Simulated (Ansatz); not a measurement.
Mulliken charges of CH$_{3}$GeNS, SMILES `N#C[S][GeH3]` from PBE/def2-TZVPP in Ansatz (PBE0-D4/def2-TZVP geometry).

```csv
atom,x (Å),y (Å),z (Å),charge (e)
N1,2.286,-0.711,1.439,0.011
C2,1.482,-0.997,0.660,-0.153
S3,0.326,-1.439,-0.477,-0.112
Ge4,-0.832,0.502,-0.413,0.156
H5,0.115,1.626,-0.836,0.036
H6,-1.361,0.685,1.010,0.036
H7,-1.953,0.266,-1.430,0.026
```

Question: By hand: the dipole of these point charges (1 e Å = 4.8032 D).

Answer: Σ q r = (-0.464, 0.474, -0.127) e Å, of length 0.675 e Å = 3.24 D.

Question: How does the dipole of the full density compare? (An estimate is asked.)

Answer: Ansatz gave: (-0.725, 0.215, -0.465) e Å, 4.26 D; the point charges give 0.76 times that, at 34° from its direction.

Point charges leave out the atoms' own dipoles, such as those of lone pairs, and Mulliken's split depends on the basis, so the two needn't agree.
